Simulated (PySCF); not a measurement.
**Field gradients at the hydrogen positions**

Species: C₆H₁₃P₂ (charge +1).
Z-matrix (Å and degrees, GFN2-xTB geometry), rows numbered from 1:
```
C 
C   1  1.3256
P   2  1.7989  1  124.31
C   3  1.7922  2  113.21  1   135.95
C   4  1.3332  3  124.06  2   -69.45
C   5  1.4763  4  125.21  3     0.38
C   3  1.8165  2  112.89  1     3.34
P   7  1.9020  3  108.88  2   163.78
H   1  1.0786  2  122.87  3    -0.73
H   1  1.0778  2  121.10  3   179.16
H   2  1.0840  1  122.02  3  -179.45
H   3  1.3824  2  105.51  1  -111.85
H   4  1.0824  3  114.32  2   111.56
H   5  1.0826  4  118.66  3  -178.60
H   6  1.0886  5  110.43  4   134.14
H   6  1.0912  5  109.28  4  -108.59
H   6  1.0909  5  111.46  4    12.38
H   7  1.0943  3  109.02  2    45.83
H   7  1.0932  3  109.06  2   -72.89
H   8  1.3975  7   94.23  3    74.24
H   8  1.3923  7   93.43  3   167.19
```

Level: PBE0/pcSseg-1 (PySCF, non-relativistic); Q(2H) = 0.00286 b; rigid geometry, the same for H and D, with no vibrational averaging.

Question: Rank these positions by the coupling χzz of a deuteron there, largest first.
A. H12 (P–H hydrogen)
B. H10 (vinylic hydrogen)
C. H14 (vinylic hydrogen)
D. H16 (methyl hydrogen)

Answer: B (218 kHz), C (209 kHz), D (203 kHz), A (132 kHz).

Q: Tabulate Vzz, the asymmetry η and χzz = 234.96 MHz × Q × Vzz for every hydrogen position.

A: 
| atom | bonded to | bond length (Å) | Vzz (au) | η | χzz (kHz) |
| --- | --- | --- | --- | --- | --- |
| H9 | C1 | 1.079 | 0.3244 | 0.03 | 218 |
| H10 | C1 | 1.078 | 0.3239 | 0.02 | 218 |
| H11 | C2 | 1.084 | 0.3141 | 0.09 | 211 |
| H12 | P3 | 1.382 | 0.1957 | 0.01 | 132 |
| H13 | C4 | 1.082 | 0.3194 | 0.11 | 215 |
| H14 | C5 | 1.083 | 0.3116 | 0.03 | 209 |
| H15 | C6 | 1.089 | 0.3063 | 0.03 | 206 |
| H16 | C6 | 1.091 | 0.3028 | 0.03 | 203 |
| H17 | C6 | 1.091 | 0.3061 | 0.07 | 206 |
| H18 | C7 | 1.094 | 0.2975 | 0.03 | 200 |
| H19 | C7 | 1.093 | 0.2990 | 0.04 | 201 |
| H20 | P8 | 1.398 | 0.1920 | 0.11 | 129 |
| H21 | P8 | 1.392 | 0.1968 | 0.08 | 132 |

Q: Average by the element that carries the hydrogen.

A: on C: 209 kHz over 10 positions, mean bond length 1.086 Å; on P: 131 kHz over 3 positions, mean bond length 1.391 Å.

Q: How does χzz go with the bond length over the 10 C–H bonds?

A: A straight-line fit has a slope of -10.6 kHz for each 0.01 Å, with a correlation coefficient of -0.98, over lengths from 1.078 to 1.094 Å. The longer bonds have the smaller couplings here.

Geometry: GFN2-xTB, one conformer, isolated ion. GFN2-xTB bond lengths can be off by several hundredths of an ångström, more for odd bonds, and the gradients follow them. The small basis limits the accuracy of the gradients.
